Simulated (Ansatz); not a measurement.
**Nudged elastic band run: Cl4H2SZr**

The input (input.yaml):

```yaml
crystal:
  periodic: [false, false, false]
  atoms:
    - { symbol: Zr, position_ang: [0.02406, -0.026495, -0.040224] }
    - { symbol: Cl, position_ang: [0.329682, -0.455556, 2.274401] }
    - { symbol: Cl, position_ang: [2.259536, 0.08141, -0.769294] }
    - { symbol: Cl, position_ang: [-0.711217, 2.162986, -0.588673] }
    - { symbol: Cl, position_ang: [-0.75733, -1.859581, -1.330955] }
    - { symbol: S, position_ang: [-2.947938, -0.145068, 0.768263] }
    - { symbol: H, position_ang: [-2.98845, -1.282111, 1.467171] }
    - { symbol: H, position_ang: [-2.967743, 0.651615, 1.839713] }
basis:
  gaussian: { orbitals: def2-SVP }
hamiltonian:
  xc: hf
neb:
  order_check: false
  images: 9
  f_tol: 0.03
  max_iterations: 60
  final_atoms:
    - { symbol: Zr, position_ang: [-0.65016589, -0.15439464, -0.37780431] }
    - { symbol: Cl, position_ang: [-0.62024579, 1.58469908, 2.45605766] }
    - { symbol: Cl, position_ang: [1.41109142, -0.87849601, 0.52910562] }
    - { symbol: Cl, position_ang: [-0.65348016, 2.0994715, -1.08883118] }
    - { symbol: Cl, position_ang: [-0.92091307, -1.42855749, -2.33393545] }
    - { symbol: S, position_ang: [-2.60263671, -0.85991815, 0.95707887] }
    - { symbol: H, position_ang: [-2.94672752, -1.8854481, 0.16902852] }
    - { symbol: H, position_ang: [-0.77632228, 0.64984381, 3.30970227] }
  initial_path:
    images:
      - { positions_ang: [[0.02406, -0.026495, -0.040224], [0.329682, -0.455556, 2.274401], [2.259536, 0.08141, -0.769294], [-0.711217, 2.162986, -0.588673], [-0.75733, -1.859581, -1.330955], [-2.947938, -0.145068, 0.768263], [-2.98845, -1.282111, 1.467171], [-2.967743, 0.651615, 1.839713]] }
      - { positions_ang: [[0.01783327, -0.01423593, -0.03324837], [0.26758789, -0.37199548, 2.3922441], [2.27980087, 0.0878105, -0.78834641], [-0.81906827, 2.14686699, -0.62727351], [-0.8362773, -1.89320371, -1.24206758], [-2.8988614, -0.12670299, 0.79784007], [-3.07961522, -1.2104363, 1.19546547], [-2.69079983, 0.50909692, 1.92578822]] }
      - { positions_ang: [[0.01160653, -0.00197686, -0.02627274], [0.20549378, -0.28843496, 2.51008721], [2.30006574, 0.094211, -0.80739883], [-0.92691955, 2.13074799, -0.66587402], [-0.91522459, -1.92682642, -1.15318016], [-2.84978481, -0.10833798, 0.82741714], [-3.17078043, -1.1387616, 0.92375995], [-2.41385666, 0.36657883, 2.01186344]] }
      - { positions_ang: [[0.0053798, 0.01028221, -0.0192971], [0.14339967, -0.20487443, 2.62793031], [2.32033061, 0.1006115, -0.82645124], [-1.03477082, 2.11462898, -0.70447453], [-0.99417189, -1.96044913, -1.06429274], [-2.80070821, -0.08997297, 0.85699421], [-3.26194565, -1.0670869, 0.65205442], [-2.1369135, 0.22406075, 2.09793867]] }
      - { positions_ang: [[-0.00084694, 0.02254128, -0.01232147], [0.08130556, -0.12131391, 2.74577342], [2.34059547, 0.10701199, -0.84550366], [-1.1426221, 2.09850997, -0.74307504], [-1.07311919, -1.99407184, -0.97540531], [-2.75163161, -0.07160796, 0.88657129], [-3.35311087, -0.9954122, 0.3803489], [-1.85997033, 0.08154267, 2.18401389]] }
      - { positions_ang: [[-0.00707367, 0.03480035, -0.00534584], [0.01921144, -0.03775339, 2.86361652], [2.36086034, 0.11341249, -0.86455607], [-1.25047337, 2.08239096, -0.78167556], [-1.15206648, -2.02769455, -0.88651789], [-2.70255502, -0.05324296, 0.91614836], [-3.44427608, -0.9237375, 0.10864337], [-1.58302716, -0.06097541, 2.27008911]] }
      - { positions_ang: [[-0.13569212, -0.00303865, -0.07983754], [-0.10868, 0.28673711, 2.78210475], [2.17090656, -0.08496921, -0.58582373], [-1.13107473, 2.08580707, -0.84310668], [-1.1058358, -1.90786714, -1.1760014], [-2.68257135, -0.21457799, 0.92433446], [-3.34476637, -1.11607962, 0.1207204], [-1.42168618, 0.08118843, 2.47801174]] }
      - { positions_ang: [[-0.26431056, -0.04087765, -0.15432923], [-0.23657145, 0.6112276, 2.70059298], [1.98095277, -0.28335091, -0.30709139], [-1.01167608, 2.08922318, -0.9045378], [-1.05960512, -1.78803973, -1.46548491], [-2.66258769, -0.37591303, 0.93252056], [-3.24525666, -1.30842174, 0.13279743], [-1.26034521, 0.22335227, 2.68593437]] }
      - { positions_ang: [[-0.39292901, -0.07871664, -0.22882092], [-0.3644629, 0.93571809, 2.6190812], [1.79099899, -0.48173261, -0.02835905], [-0.89227744, 2.09263929, -0.96596893], [-1.01337444, -1.66821231, -1.75496843], [-2.64260403, -0.53724807, 0.94070667], [-3.14574695, -1.50076386, 0.14487446], [-1.09900423, 0.36551612, 2.893857]] }
      - { positions_ang: [[-0.52154745, -0.11655564, -0.30331262], [-0.49235434, 1.26020859, 2.53756943], [1.6010452, -0.68011431, 0.25037328], [-0.7728788, 2.0960554, -1.02740005], [-0.96714375, -1.5483849, -2.04445194], [-2.62262037, -0.69858311, 0.94889277], [-3.04623724, -1.69310598, 0.15695149], [-0.93766325, 0.50767996, 3.10177964]] }
      - { positions_ang: [[-0.65016589, -0.15439464, -0.37780431], [-0.62024579, 1.58469908, 2.45605766], [1.41109142, -0.87849601, 0.52910562], [-0.65348016, 2.0994715, -1.08883118], [-0.92091307, -1.42855749, -2.33393545], [-2.60263671, -0.85991815, 0.95707887], [-2.94672752, -1.8854481, 0.16902852], [-0.77632228, 0.64984381, 3.30970227]] }
```

Command:

```bash
$ ansatz run input.yaml --threads 2 --pin off --max-ram 3072MiB --backend cpu --events-out ev --progress --plain --runs-dir out
```

Output, in part (warnings, iteration lines, the closing report on the highest movable image, with atoms numbered from 0):

```
NEB end point (image 0): max|allowed force component| = 9.963e-4 eV/Å (the criterion of neb.relax_end_points is 1.000e-2)
NEB end point (image 10): max|allowed force component| = 1.397e-2 eV/Å (the criterion of neb.relax_end_points is 1.000e-2)
NEB iter   1: max|band force component| = 2.037e1 eV/Å  barrier→ = 4.8210 eV  barrier← = 3.8220 eV  Δτ_max = 0.2000 Å  (332 SCF iters)
NEB iter   2: max|band force component| = 6.611e0 eV/Å  barrier→ = 2.7004 eV  barrier← = 1.7014 eV  Δτ_max = 0.2000 Å  (286 SCF iters)
NEB iter   3: max|band force component| = 2.872e0 eV/Å  barrier→ = 2.1423 eV  barrier← = 1.1433 eV  Δτ_max = 0.2000 Å  (289 SCF iters)
NEB iter   4: max|band force component| = 1.217e0 eV/Å  barrier→ = 1.8071 eV  barrier← = 0.8081 eV  Δτ_max = 0.2000 Å  (300 SCF iters)
NEB iter   5: max|band force component| = 1.045e0 eV/Å  barrier→ = 1.7472 eV  barrier← = 0.7482 eV  Δτ_max = 0.2000 Å  (264 SCF iters)
NEB iter   6: max|band force component| = 7.591e0 eV/Å  barrier→ = 1.9606 eV  barrier← = 0.9616 eV  Δτ_max = 0.1022 Å  (272 SCF iters)
NEB iter   7: max|band force component| = 1.482e0 eV/Å  barrier→ = 1.9211 eV  barrier← = 0.9221 eV  Δτ_max = 0.2000 Å  (255 SCF iters)
NEB iter   8: max|band force component| = 1.010e0 eV/Å  barrier→ = 1.8927 eV  barrier← = 0.8937 eV  Δτ_max = 0.2000 Å  (259 SCF iters)
NEB iter   9: max|band force component| = 3.183e0 eV/Å  barrier→ = 1.9093 eV  barrier← = 0.9103 eV  Δτ_max = 0.1001 Å  (272 SCF iters)
NEB iter  10: max|band force component| = 1.600e0 eV/Å  barrier→ = 1.7810 eV  barrier← = 0.7820 eV  Δτ_max = 0.1011 Å  (257 SCF iters)
NEB iter  11: max|band force component| = 5.377e-1 eV/Å  barrier→ = 1.7797 eV  barrier← = 0.7807 eV  Δτ_max = 0.1128 Å  (246 SCF iters)
NEB iter  12: max|band force component| = 3.493e-1 eV/Å  barrier→ = 1.7556 eV  barrier← = 0.7566 eV  CI = image 5  Δτ_max = 0.2000 Å  (253 SCF iters)
NEB iter  13: max|band force component| = 3.628e-1 eV/Å  barrier→ = 1.7308 eV  barrier← = 0.7318 eV  CI = image 5  Δτ_max = 0.0985 Å  (251 SCF iters)
NEB iter  14: max|band force component| = 2.488e-1 eV/Å  barrier→ = 1.7240 eV  barrier← = 0.7250 eV  CI = image 5  Δτ_max = 0.1020 Å  (252 SCF iters)
NEB iter  15: max|band force component| = 1.678e0 eV/Å  barrier→ = 1.7146 eV  barrier← = 0.7157 eV  CI = image 5  Δτ_max = 0.0500 Å  (249 SCF iters)
NEB iter  16: max|band force component| = 2.312e-1 eV/Å  barrier→ = 1.7122 eV  barrier← = 0.7132 eV  CI = image 5  Δτ_max = 0.0997 Å  (251 SCF iters)
NEB iter  17: max|band force component| = 2.292e-1 eV/Å  barrier→ = 1.7107 eV  barrier← = 0.7117 eV  CI = image 5  Δτ_max = 0.1013 Å  (249 SCF iters)
NEB iter  18: max|band force component| = 4.791e-1 eV/Å  barrier→ = 1.7097 eV  barrier← = 0.7107 eV  CI = image 5  Δτ_max = 0.0504 Å  (251 SCF iters)
NEB iter  19: max|band force component| = 2.116e-1 eV/Å  barrier→ = 1.7088 eV  barrier← = 0.7099 eV  CI = image 5  Δτ_max = 0.1014 Å  (254 SCF iters)
NEB iter  20: max|band force component| = 5.885e0 eV/Å  barrier→ = 1.7081 eV  barrier← = 0.7091 eV  CI = image 5  Δτ_max = 0.0497 Å  (254 SCF iters)
NEB iter  21: max|band force component| = 2.057e0 eV/Å  barrier→ = 1.7072 eV  barrier← = 0.7082 eV  CI = image 5  Δτ_max = 0.1026 Å  (255 SCF iters)
NEB iter  22: max|band force component| = 5.644e-1 eV/Å  barrier→ = 1.7062 eV  barrier← = 0.7072 eV  CI = image 5  Δτ_max = 0.1992 Å  (252 SCF iters)
NEB iter  23: max|band force component| = 1.785e0 eV/Å  barrier→ = 1.7049 eV  barrier← = 0.7059 eV  CI = image 5  Δτ_max = 0.0993 Å  (260 SCF iters)
NEB iter  24: max|band force component| = 3.784e-1 eV/Å  barrier→ = 1.7035 eV  barrier← = 0.7045 eV  CI = image 5  Δτ_max = 0.1911 Å  (254 SCF iters)
NEB iter  25: max|band force component| = 3.516e-1 eV/Å  barrier→ = 1.7017 eV  barrier← = 0.7028 eV  CI = image 5  Δτ_max = 0.1632 Å  (254 SCF iters)
NEB iter  26: max|band force component| = 2.466e-1 eV/Å  barrier→ = 1.7003 eV  barrier← = 0.7013 eV  CI = image 5  Δτ_max = 0.2000 Å  (252 SCF iters)
NEB iter  27: max|band force component| = 7.718e0 eV/Å  barrier→ = 1.6988 eV  barrier← = 0.6999 eV  CI = image 5  Δτ_max = 0.1010 Å  (259 SCF iters)
NEB iter  28: max|band force component| = 1.896e-1 eV/Å  barrier→ = 1.6977 eV  barrier← = 0.6987 eV  CI = image 5  Δτ_max = 0.1753 Å  (260 SCF iters)
NEB iter  29: max|band force component| = 1.413e-1 eV/Å  barrier→ = 1.6964 eV  barrier← = 0.6975 eV  CI = image 5  Δτ_max = 0.0494 Å  (253 SCF iters)
NEB iter  30: max|band force component| = 1.010e-1 eV/Å  barrier→ = 1.6953 eV  barrier← = 0.6963 eV  CI = image 5  Δτ_max = 0.0246 Å  (255 SCF iters)
NEB iter  31: max|band force component| = 7.878e-2 eV/Å  barrier→ = 1.6943 eV  barrier← = 0.6953 eV  CI = image 5  Δτ_max = 0.0333 Å  (255 SCF iters)
NEB iter  32: max|band force component| = 2.779e-1 eV/Å  barrier→ = 1.6932 eV  barrier← = 0.6942 eV  CI = image 5  Δτ_max = 0.0168 Å  (255 SCF iters)
NEB iter  33: max|band force component| = 4.974e-2 eV/Å  barrier→ = 1.6924 eV  barrier← = 0.6935 eV  CI = image 5  Δτ_max = 0.0253 Å  (255 SCF iters)
NEB iter  34: max|band force component| = 5.115e-2 eV/Å  barrier→ = 1.6913 eV  barrier← = 0.6923 eV  CI = image 5  Δτ_max = 0.0126 Å  (255 SCF iters)
NEB iter  35: max|band force component| = 4.031e-2 eV/Å  barrier→ = 1.6906 eV  barrier← = 0.6917 eV  CI = image 5  Δτ_max = 0.0126 Å  (258 SCF iters)
NEB iter  36: max|band force component| = 2.723e-2 eV/Å  barrier→ = 1.6900 eV  barrier← = 0.6910 eV  CI = image 5  Δτ_max = 0.0000 Å  (515 SCF iters)
Total energy: -62118.22644345 eV, -2282.8027165507 hartree
Atom 0 at    -0.459614     0.071613    -0.204522 Å, force    -0.012269    -0.002336    -0.002214 eV/Å
Atom 1 at    -0.199609     0.552183     2.488808 Å, force    -0.026552     0.007157     0.001797 eV/Å
Atom 2 at     1.804132    -0.605816    -0.071374 Å, force    -0.009747    -0.009803     0.003989 eV/Å
Atom 3 at    -0.605372     2.260894    -1.008656 Å, force     0.005818     0.004858    -0.000393 eV/Å
Atom 4 at    -1.115082    -1.379639    -1.941533 Å, force    -0.002050     0.007965    -0.004250 eV/Å
Atom 5 at    -2.800958    -0.288672     1.034428 Å, force     0.012992    -0.015606    -0.008063 eV/Å
Atom 6 at    -2.796650    -1.625401     1.094271 Å, force     0.001126    -0.002974     0.002178 eV/Å
Atom 7 at    -1.586246     0.142039     2.228981 Å, force     0.030682     0.010739     0.006955 eV/Å
Dipole moment:    -0.270667    -0.208608     0.383359 e Å
```

It converged. A vibrational analysis at the climbing image gives one clearly imaginary mode, 1048i cm⁻¹: a first-order saddle point. The orbitals stay closed-shell, which can raise the energy where a bond breaks towards radicals; this wasn't checked here.

Final band (atoms are numbered from 1 in the order of the input):

```csv
image,path coordinate (Å),energy (eV),Zr1–Cl2 (Å),S6–H8 (Å),Cl2–H8 (Å)
0,0.00,0.00,2.37,1.34,3.51
1,0.67,0.01,2.38,1.34,3.25
2,1.34,0.08,2.39,1.33,2.99
3,2.00,0.24,2.41,1.33,2.70
4,2.67,0.65,2.50,1.35,2.17
5,3.34,1.69,2.75,1.76,1.47
6,3.88,1.40,3.00,2.25,1.30
7,4.43,1.20,3.25,2.55,1.28
8,4.98,1.07,3.42,2.75,1.28
9,5.52,1.01,3.40,2.98,1.28
10,6.07,1.00,3.33,3.34,1.28
```

Run time: 12 min on 2 threads of Intel(R) Xeon(R) 6975P-C (Granite Rapids), on a shared host, peak memory 0.42 GiB.
